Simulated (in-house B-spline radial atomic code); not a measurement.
Nb⁵⁺. Computed with a B-spline radial atomic code. Model: all-electron spherical atom, spin shells full or empty, radial basis limit, no spin-orbit coupling: exact exchange with a local potential (Slater, KLI or optimised effective potential, whose far tail is KLI's), no correlation.

Exchange potential has not reached -1/r at the last radius.

The run also made RPA and GW results, which its time includes.

The Slater potential averages the orbital exchange potentials with the orbital densities as weights, KLI adds orbital constants, and the optimised effective potential minimises the exact-exchange energy among local potentials. So their energies lie above Hartree-Fock in the order OEP, KLI, Slater. All fall off as −1/r, unlike LDA and GGA exchange.

Command:
```bash
python run_gw.py task.json out
```
Settings (nuclear radius in fm, other lengths in bohr, energies in hartree):
```
Z                      41
electrons              36
configuration          [Ar] 3d10 4s2 4p6
hamiltonian            x2c
method                 oep
lmax                   9
rms_radius             4.324
spin_polarised         False
box_radius             10.43
intervals              99
```

Time taken, with all properties: 5.8 s on 1 thread of Arm Neoverse V1, with other jobs on the host.

Given: hamiltonian one-electron scalar X2C; mean-field start exchange-only OEP.

Computed: energy above Hartree-Fock 12.206 millihartree.

```
radius (bohr)  r times exchange potential (hartree bohr)
      0.00122                                  -0.044387
      0.00151                                  -0.054856
      0.00187                                  -0.067779
      0.00231                                  -0.083444
      0.00285                                   -0.10245
      0.00353                                   -0.12598
      0.00436                                   -0.15404
       0.0054                                   -0.18803
      0.00667                                   -0.22761
      0.00825                                   -0.27374
       0.0102                                   -0.32562
       0.0126                                   -0.38172
       0.0156                                   -0.43994
       0.0193                                    -0.4943
       0.0239                                   -0.53697
       0.0295                                   -0.55586
       0.0365                                   -0.54042
       0.0451                                   -0.50326
       0.0558                                   -0.51732
        0.069                                          ?
       0.0854                                    -0.7973
        0.106                                   -0.92012
        0.131                                   -0.97306
        0.161                                   -0.92593
          0.2                                    -0.8134
        0.247                                   -0.93987
        0.305                                    -1.2174
        0.378                                    -1.3928
        0.467                                    -1.4232
        0.578                                          ?
        0.714                                   -0.99362
        0.884                                    -1.1327
         1.09                                    -1.3547
         1.35                                    -1.4171
         1.67                                     -1.376
         2.07                                    -1.2824
         2.56                                    -1.1901
```

What belongs in the row 0.069?

r times exchange potential (hartree bohr): -0.63881.

What belongs in the row 0.578?

r times exchange potential (hartree bohr): -1.2685.

| occupied | level (hartree) | Hartree-Fock level (hartree) |
| --- | --- | --- |
| 1s | -692.98 | -703.82 |
| 2s | -99.323 | -103.22 |
| 2p | -88.96 | -92.217 |
| 3s | -18.926 | -20.368 |
| 3p | ? | ? |
| 3d | -9.9547 | -10.589 |
| 4s | -4.6828 | -4.9061 |
| 4p | -3.7636 | -3.7638 |

What belongs in the row 3p?

level (hartree): -15.52; Hartree-Fock level (hartree): -16.662.

```csv
empty,level (hartree)
4d,-2.4211
5s,?
5p,-1.6688
4f,-1.3201
```

What belongs in the row 5s?

level (hartree): -1.9572.

The highest level, 4p, differs from Hartree-Fock by +0.0068 eV and the deepest, 1s, by +295 eV: a local potential can match the highest level but can't give each shell its own exchange.
